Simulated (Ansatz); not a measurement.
Basis-set extrapolation for B2H5NOSi, SMILES `BB1N[SiH2]O1` (PBE0-D4/def2-TZVP geometry, frozen core, Ansatz 0.2.0). Multiplicity 1, RHF reference.

```
                      def2-TZVPP   def2-QZVPP
                 HF  -470.711007  -470.729380
    MP2 correlation    -0.742426    -0.797879
CCSD(T) correlation    -0.811458      not run
```

Energies in hartree. Use E(X) = E(∞) + A·exp(−7.88·√X) for Hartree–Fock and E(X) = E(∞) + B·X^(−2.97) for correlation, with X = 3 and 4, and add CCSD(T) minus MP2 of the smaller set to the MP2 limit.

What is the CCSD(T) energy at the basis-set limit?

HF limit: -470.729380 + (-0.018373) × 0.13774 = -470.73191. MP2 limit: -0.797879 + (-0.055453) × 0.74074 = -0.83896. Higher-order term: -0.811458 − (-0.742426) = -0.06903. Total: -471.63990 hartree, 308.3 kJ/mol below CCSD(T)/def2-TZVPP.
